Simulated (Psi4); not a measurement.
Psi4 input (wB97X-D/6-31G*):

```
memory 1500 MB

molecule {
-1 2
F    -1.17643994   -0.00568529   -0.08249748
B     0.14184000    0.35971988    0.20792032
O     1.23484493   -0.21842897   -0.03714054
symmetry c1
no_reorient
no_com
}

set {
  basis 6-31G*
  reference uks
  scf_type pk
  dft_radial_points 99
  dft_spherical_points 590
  e_convergence 1e-8
  d_convergence 1e-7
  maxiter 150
}

e = energy('wb97x-d')
print_out(f'\nFINAL {e:.10f} DIPOLE {variable("CURRENT DIPOLE")[0]:.6f} {variable("CURRENT DIPOLE")[1]:.6f} {variable("CURRENT DIPOLE")[2]:.6f}\n')
```

Task: Predict the final energy.

Result: -199.89423 Eh.
